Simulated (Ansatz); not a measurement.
Input file for Ansatz (an electronic-structure program): R-CCSD(T)/aug-cc-pVDZ on C2H5NO (a complex), monomers drawn apart or pushed together.

Ansatz 0.2 input:
```yaml
crystal:
  periodic: [false, false, false]
  atoms:
    - {symbol: C, position_ang: [0.07010140, 0.08514312, -0.29363521]}
    - {symbol: O, position_ang: [-0.82491142, -0.33684418, 0.73504302]}
    - {symbol: H, position_ang: [0.71436758, -0.73207132, -0.62933341]}
    - {symbol: H, position_ang: [0.69364046, 0.86771405, 0.13481247]}
    - {symbol: H, position_ang: [-0.47011255, 0.49826948, -1.14963247]}
    - {symbol: H, position_ang: [-1.39137244, -1.03840352, 0.39949525]}
    - {symbol: C, position_ang: [-0.06651239, 0.40918475, 4.41179205]}
    - {symbol: N, position_ang: [0.24724006, 0.68035370, 5.48135893]}
    - {symbol: H, position_ang: [-0.35613656, 0.15378485, 3.40444075]}
basis:
  gaussian:
    orbitals: aug-cc-pVDZ
magnetization: {spin_polarized: false}
correlation: {method: ccsd_t, electrons: outside_noble_gas}
scf: {lower_state_search: off}
```

The head of its log:

```
WARN ansatz: RAYON_NUM_THREADS=1 ignored (pool sized by the plan → 1); use --threads N
Functional definition: HF
these checks for a lower state are left out or cut short: stability, starts, cluster_reference, orbital_swaps, neighbouring_geometries, increment
integrals: 0.32 GiB planned
1346 factors; integrals over basis functions are off by at most 8.6e-4 eV
mean field: 0.33 GiB planned
mean field evaluation 1: about -5655.0530 eV, gradient 4.0e1 eV
mean field evaluation 2: about -5655.0561 eV, gradient 4.0e1 eV
mean field evaluation 4: about -5658.6818 eV, gradient 4.6e0 eV
mean field evaluation 8: about -5658.7481 eV, gradient 3.8e-1 eV
mean field -5658.74862397 eV, -207.9551762932 hartree, gradient 1.3e-6 eV, S^2 0.000000; 0 other end points of the search recorded, 0 dependent functions left out
4 core orbitals not correlated
reference -5658.74862397 eV, -207.9551762932 hartree; 12, 12 occupied and 121, 121 virtual orbitals, 1346 factors
```

Q: What total energy does the run end on?

A: -208.6646 hartree (reference determinant -207.9552, T1 diagnostic 0.012).
